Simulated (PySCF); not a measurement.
# Mayer bond orders and bond lengths

Species: ortho-cyanophenol, C7H5NO.
SMILES with atom numbers: `[N:1]#[C:2][c:3]1[cH:4][cH:5][cH:6][cH:7][c:8]1[OH:9]` (hydrogens: H10 on C4; H11 on C5; H12 on C6; H13 on C7; H14 on O9)

Structure used (PBE0-D3(BJ)/def2-TZVP), in Å, numbered top down from 1:
```xyz
14
C7H5NO angstrom
N      3.3687   -0.4321   -0.7337
C      2.2307   -0.4113   -0.5445
C      0.8430   -0.2883   -0.2675
C     -0.0677   -1.2971   -0.5896
C     -1.4060   -1.1343   -0.3019
C     -1.8364    0.0403    0.3098
C     -0.9480    1.0471    0.6346
C      0.4036    0.8932    0.3488
O      1.2413    1.8883    0.6760
H      0.2964   -2.1995   -1.0646
H     -2.1142   -1.9142   -0.5499
H     -2.8876    0.1721    0.5379
H     -1.2769    1.9625    1.1101
H      2.1461    1.6580    0.4270
```

Bond orders from the PBE0/pcSseg-2 density (PySCF). One conformer (not necessarily the lowest) at the PBE0-D3(BJ)/def2-TZVP geometry, without solvent, vibrations or thermal averaging.

Task: How far do the computed orders between heavy atoms stray from the drawn ones?

Result: The largest departure is 0.181, at C3–C4 (drawn aromatic, 1.319), counting aromatic bonds as 1.5. The bonds drawn aromatic range from 1.32 to 1.49.

Task: Set the Mayer orders of the bonds beside their lengths.

Result: 
| bond | drawn as | length (Å) | Mayer order |
| --- | --- | --- | --- |
| N1–C2 | triple | 1.154 | 2.912 |
| C2–C3 | single | 1.420 | 0.943 |
| C3–C4 | aromatic | 1.397 | 1.319 |
| C4–C5 | aromatic | 1.379 | 1.492 |
| C5–C6 | aromatic | 1.393 | 1.365 |
| C6–C7 | aromatic | 1.381 | 1.416 |
| C7–C8 | aromatic | 1.390 | 1.402 |
| C8–O9 | single | 1.341 | 1.115 |
| C8–C3 | aromatic | 1.403 | 1.362 |
| C4–H10 | single | 1.083 | 1.038 |
| C5–H11 | single | 1.082 | 1.023 |
| C6–H12 | single | 1.084 | 1.021 |
| C7–H13 | single | 1.083 | 1.027 |
| O9–H14 | single | 0.966 | 0.975 |

Bonds between the same two heavy elements. C–C: lowest C2–C3 (0.943, 1.420 Å), highest C4–C5 (1.492, 1.379 Å); in 1 of the 21 pairs the longer bond (by over 0.003 Å) has the higher order (by 0.02 or more).

Task: Sum the orders of all bonds at each heavy atom with more than one neighbour and set the sums beside the valence in the SMILES.

Result: C2 3.855 (drawn 4), C3 3.624 (drawn 4), C4 3.849 (drawn 4), C5 3.880 (drawn 4), C6 3.802 (drawn 4), C7 3.845 (drawn 4), C8 3.879 (drawn 4), O9 2.090 (drawn 2). Orders between atoms that aren't bonded are not in these sums.

For a closed shell the Mayer order of atoms A and B is Σ (PS)μν (PS)νμ over the basis functions μ on A and ν on B, with P the density and S the overlap matrix.
